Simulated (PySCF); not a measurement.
Germanium: a sound run and one with changed settings

Sound run: Ge [Ar] 3d10 4s2 4p2, Ge⁺ [Ar] 3d10 4s2 4p1. All numbers are calculated (PySCF 2.14, scalar relativity by spin-free X2C-1e, in cc-pVDZ-DK). The sound run starts from symmetry-adapted Hartree-Fock orbitals and uses a fine grid where one is needed.

Changed run: 26 angular points. This setting is unsound on purpose.

```tsv
species	method	sound run (hartree)	changed run (hartree)	converged
Ge	UHF	-2096.95882	-2096.95882	yes
Ge	M06-L	-2098.54689	-2098.54850	yes
Ge	PBE0	-2098.36759	-2098.36762	yes
Ge⁺	UHF	-2096.68676	-2096.68676	yes
Ge⁺	M06-L	-2098.26569	-2098.26610	yes
Ge⁺	PBE0	-2098.07665	-2098.07670	yes
```

Ionisation energy of Ge:

| method | sound run (eV) | changed run (eV) |
| --- | --- | --- |
| UHF | 7.403 | 7.403 |
| M06-L | 7.652 | 7.685 |
| PBE0 | 7.917 | 7.916 |

A coarse angular grid integrates products of high-l functions wrongly, so density functionals can shift, and the SCF can exploit the error; Hartree-Fock and MP2 need no grid.

For comparison, NIST gives 7.899 eV between the lowest levels.
